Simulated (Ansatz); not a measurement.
F2H2HfSe2 (`[F][Hf]([F])([SeH])[SeH]`) at its PBE0-D4/def2-TZVP geometry, where that method's forces vanish. Charge 0, multiplicity 1. Hf: def2 effective core potential.

```xyz
7

F    -1.1301   -2.0122   -0.5090
Hf   -0.0566   -0.5198   -0.0726
F     1.7013   -0.7483   -0.7302
Se   -0.0976   -0.2049    2.4703
Se   -1.0348    1.6358   -1.0768
H     1.1198    0.6121    2.3114
H    -0.5020    1.2373   -2.3931
```

Q: What forces (eV/Å) does r2SCAN-D4/def2-TZVPP give on these atoms in Ansatz 0.2.0? (Estimate.)

A: The calculation gave: 
```
F1  -0.044 -0.068 -0.020
Hf2  0.007  0.037  0.000
F3   0.067 -0.015 -0.028
Se4  0.017  0.006  0.092
Se5 -0.020  0.055 -0.059
H6  -0.021 -0.014 -0.009
H7  -0.007 -0.001  0.023
```
